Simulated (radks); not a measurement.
Pd14+, configuration [Ar] 3d10 4s1 4p2 5p1 (not the ground configuration).

Calculated with a radial shooting solver on a logarithmic mesh with Libxc functionals: non-relativistic Kohn-Sham, PBE, spin-polarised, spherical densities, point nucleus; open shells are filled with parallel spins first (spin-orbit coupling, left out, can overturn this in heavy ions); relativity is left out, which matters for an element this heavy.

Energy parts (eV):
part                       energy
total                 -132350.283
kinetic                132308.446
electron-nucleus      -304076.756
Hartree                 42935.650
exchange-correlation    -3517.622

Orbitals (lengths in bohr, moments of r in powers of bohr; <r^-3> diverges for s and p1/2; r(90%) holds 90 % of the orbital's charge):
orbital  occ.  eigenvalue (eV)  r(90%)   <1/r>  <r^-3>
1s up       1        -23785.36  0.0589   45.48       -
1s down     1        -23784.25  0.0589   45.48       -
2s up       1        -3699.236   0.221   10.34       -
2s down     1        -3698.557   0.221   10.33       -
2p up       3        -3461.643   0.199   10.34    3103
2p down     3        -3460.669   0.199   10.33    3102
3s up       1        -933.6666   0.571   3.690       -
3s down     1        -932.1551   0.570   3.693       -
3p up       3        -838.7088   0.571   3.609   550.0
3p down     3        -837.0778   0.569   3.613   550.9
3d up       5        -664.1756   0.554   3.461   85.73
3d down     5        -662.6114   0.552   3.466   86.00
4s up       1        -369.7772    1.21   1.623       -
4s down     0        -360.5841    1.21   1.635       -
4p up       2        -335.7767    1.26   1.558   133.0
4p down     0        -326.4499    1.25   1.570   135.5
4d up       0        -277.3648    1.35   1.428   18.97
4d down     0        -267.9077    1.34   1.443   19.45
5s up       0        -195.8312    2.14  0.9006       -
5p up       1        -181.3032    2.23  0.8662   51.44

The highest occupied level is 5p up at -181.30 eV. The configuration is held as typed, so some empty levels lie below it. The density falls to 0.001 e/bohr^3 at r = 2.64 bohr. Spin moment in Bohr magnetons: 4.
